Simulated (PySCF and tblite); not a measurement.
C7H8FN, numbered as in [N:1]#[C:2][C@H:3]1[C@H:4]2[CH2:5][C@@H:6]([F:7])[C@@H:8]1[CH2:9]2.

Level: PBE0-D3(BJ)/def2-SVP (IEF-PCM, acetonitrile)//GFN2-xTB, thermal terms from GFN2-xTB, symmetry numbers and mirror pairs counted. Conformers within 2.5 kcal/mol (GFN2-xTB free energy) were kept, 2 at most. Couplings: B3LYP/6-31G* with pcJ-1 on H, F (gas phase; spin-dipole term only for pairs with B, N, F, Si or P). Couplings are for ¹⁹F, ¹H. H–H couplings come out 0.1 to 0.9 Hz lower than with pcJ-1 on all atoms. Of two unlike H on one atom, a is the less shielded (WP04/pcSseg-1 (IEF-PCM, acetonitrile)). Codes: tblite and PySCF.

The 4-ring runs over atoms 3–4–9–8. The 5-ring runs over atoms 3–4–5–6–8.

```json
{"conformer": "1", "shape": "4-ring puckered (ring torsions -35, 35, -34, 35°); 5-ring envelope (ring torsions 46, -2, -42, 65, -67°)", "weight %": "100.0"}
```

Task: Give the couplings in each conformer and the averages at 298.15 K (pairs that fast motion interchanges averaged).

Result: 
| coupling | pairs | 1 | average (Hz) |
| --- | --- | --- | --- |
| ³J(H5b,F7) | 1 | 27.1 | 27.1 |
| ³J(H5a,F7) | 1 | 10.6 | 10.6 |
| ²J(H6,F7) | 1 | 62.7 | 62.7 |
| ³J(F7,H8) | 1 | 2.4 | 2.4 |
| ³J(H3,H4) | 1 | 3.4 | 3.4 |
| ³J(H3,H8) | 1 | 3.0 | 3.0 |
| ³J(H4,H5b) | 1 | 1.5 | 1.5 |
| ³J(H4,H5a) | 1 | 1.7 | 1.7 |
| ³J(H4,H9a) | 1 | 3.5 | 3.5 |
| ³J(H4,H9b) | 1 | -0.5 | -0.5 |
| ²J(H5b,H5a) | 1 | -13.6 | -13.6 |
| ³J(H5b,H6) | 1 | 1.6 | 1.6 |
| ³J(H5a,H6) | 1 | 8.5 | 8.5 |
| ³J(H6,H8) | 1 | 1.7 | 1.7 |
| ³J(H8,H9a) | 1 | 3.4 | 3.4 |
| ³J(H8,H9b) | 1 | -0.4 | -0.4 |
| ²J(H9a,H9b) | 1 | -9.0 | -9.0 |

Only couplings over up to 3 bonds are listed; longer-range ones, if any, are left out.

Computed couplings to fluorine can be off by tens of per cent at such levels.
